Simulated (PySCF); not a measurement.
Geometry (Å), atoms numbered from 1 in this order:
```xyz
17

C    -0.5225   -1.0929    0.9794
C    -0.0394    0.0019    0.0235
C    -1.0608    1.1428   -0.0094
C     1.3127    0.5102    0.5298
Cl    1.9608    1.8319   -0.4745
C     0.0978   -0.5521   -1.3970
Cl    1.2272   -1.9280   -1.4832
H     0.1880   -1.9143    1.0147
H    -0.6422   -0.6936    1.9833
H    -1.4816   -1.4816    0.6465
H    -1.1809    1.5643    0.9856
H    -2.0270    0.7768   -0.3473
H    -0.7347    1.9325   -0.6810
H     2.0547   -0.2879    0.5119
H     1.2192    0.9054    1.5407
H    -0.8630   -0.9150   -1.7612
H     0.4848    0.2115   -2.0716
```

Geometry: GFN2-xTB; GIAO shifts from PySCF 2.14.0 with density-fitted response routines, gas phase, non-relativistic, averaged over equivalent atoms.

At KT2/pcSseg-1 (183 basis functions, 32 s wall time on 1 thread of an Arm Neoverse V1, shared host):
```json
{"atoms": "C4/C6", "δ (ppm)": "56.7"}
{"atoms": "C2", "δ (ppm)": "42.9"}
{"atoms": "C1/C3", "δ (ppm)": "24.8"}
{"atoms": "H14/H15/H16/H17", "δ (ppm)": "3.69"}
{"atoms": "H8/H9/H10/H11/H12/H13", "δ (ppm)": "1.02"}
```

Referencing at the same level of theory: TMS for 13C (σ = 185.60 ppm) and 1H (σ = 31.62 ppm).

Task: What do these become at PBE0/pcSseg-1?

Result: 
```json
{"atoms": "C4/C6", "δ at PBE0/pcSseg-1": "56.5", "change": "-0.2"}
{"atoms": "C2", "δ at PBE0/pcSseg-1": "40.4", "change": "-2.5"}
{"atoms": "C1/C3", "δ at PBE0/pcSseg-1": "25.2", "change": "+0.4"}
{"atoms": "H14/H15/H16/H17", "δ at PBE0/pcSseg-1": "3.56", "change": "-0.13"}
{"atoms": "H8/H9/H10/H11/H12/H13", "δ at PBE0/pcSseg-1": "1.00", "change": "-0.02"}
```

Chemical shifts δ = σref − σ; 13C (186.93 ppm), 1H (31.72 ppm) against TMS, all at this level.

The largest change is at C2 (quaternary sp3 carbon). Cost: 183 basis functions, 34 s wall time on 1 thread of an Arm Neoverse V1, shared host. The order of the carbon signals is the same at both levels.

Carbons that carry Cl, above all several Cl atoms, come out too deshielded, partly because spin–orbit coupling is missing.
